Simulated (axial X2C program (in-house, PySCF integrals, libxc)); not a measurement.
**RuOH: the levels of the configuration d6 s1 p(π)0**

Computed with an axial X2C code built on PySCF integrals: two-component X2C with atomic mean-field Coulomb and Gaunt terms, basis Ru dyall-v3z, O dyall-av3z, H dyall-v3z (cores contracted in-house). Orbitals come from Hartree–Fock averaged over the configuration Ru d6 s1 p(π)0; CI then distributes these electrons over the d, s, p(π) shells of Ru. The speed of light was multiplied by 1.3, so these are model numbers.

Ru–O–H held linear, bonds 1.972 and 0.950 Å (the second held) (near the minimum of the configuration average).

Lowest levels of this model:

| Ω | energy (cm⁻¹) | g∥ | μ (D) | configuration |
| --- | --- | --- | --- | --- |
| 9/2 | 0 | 14.01 | 0.23 | 100% d6 s1 |
| 7/2 | 219 | 10.01 | 0.23 | 100% d6 s1 |
| 5/2 | 438 | 6.01 | 0.23 | 100% d6 s1 |
| 3/2 | 656 | 2.01 | 0.23 | 100% d6 s1 |
| 1/2 | 872 | 2.00 | 0.23 | 100% d6 s1 |
| 1/2 | 1088 | 6.00 | 0.23 | 100% d6 s1 |
| 7/2 | 6207 | 12.00 | -0.02 | 100% d6 s1 |
| 5/2 | 6287 | 8.03 | -0.01 | 100% d6 s1 |
| 3/2 | 6364 | 4.18 | -0.01 | 100% d6 s1 |
| 1/2 | 6429 | 0.96 | -0.02 | 99% d6 s1 |
| 1/2 | 6632 | 3.04 | -0.01 | 100% d6 s1 |
| 3/2 | 6715 | 7.82 | -0.02 | 99% d6 s1 |
| 5/2 | 8693 | 9.95 | -0.05 | 98% d6 s1 |
| 3/2 | 8749 | 5.98 | -0.04 | 98% d6 s1 |
| 7/2 | 9030 | 10.00 | -1.24 | 78% d6 s1 + 21% d7 |
| 5/2 | 9330 | 6.03 | -1.26 | 77% d6 s1 + 21% d7 |
| 9/2 | 12504 | 12.00 | -3.16 | 76% d7 + 15% d6 s1 |
| 7/2 | 12981 | 8.01 | -3.15 | 76% d7 + 16% d6 s1 |
| 9/2 | 17997 | 11.97 | 0.02 | 85% d6 s1 + 12% d7 |
| 11/2 | 19459 | 14.00 | 0.23 | 100% d6 s1 |
| 9/2 | 19779 | 10.05 | 0.22 | 100% d6 s1 |
| 13/2 | 24243 | 16.00 | -0.01 | 100% d6 s1 |
| 11/2 | 24408 | 12.04 | -0.01 | 100% d6 s1 |

g∥ is the magnitude of 2⟨Lz + ge Sz⟩ for the +Ω component. μ is positive if the H end is positive.

(1) From Ω and g∥ of the lowest level, whose 2⟨Lz + ge Sz⟩ is positive, find ⟨Sz⟩ and ⟨Lz⟩ (ge = 2.0023).

Occupations of the active spinors in the lowest level by ω, shell by shell in order of energy: -5/2: 0.00; -3/2: 1.00 0.00 0.00; -1/2: 0.97 0.03 0.00 0.00; 1/2: 0.06 0.94 1.00 0.00; 3/2: 1.00 1.00 0.00; 5/2: 1.00. The leading determinant has weight 0.91 among 463.

This point took 2.4 s on 1 thread of Arm Neoverse V2, on a shared host.

Dynamic correlation is missing, so gaps between terms are too wide and other configurations may lie lower; the lowest level listed is that of this model, not necessarily the ground state. For d shells the ligand-field splittings (σ, π, δ) and their order can be off by a thousand cm⁻¹ or more. At most 4 roots were kept for each Ω > 0 (twice that for Ω = 0) within 3.2 eV of the lowest, so higher up levels can be missing between those listed; levels with Ω > 0 are doubly degenerate and listed once, Ω = 0 levels singly. States that fill the shells left empty in the average are placed too high. The molecule was held linear; bending was not examined.

Results:

(1) Ω = ⟨Lz⟩ + ⟨Sz⟩ = 9/2 and ⟨Lz⟩ + ge⟨Sz⟩ = 7.005, so ⟨Sz⟩ = 2.50 and ⟨Lz⟩ = 2.00.
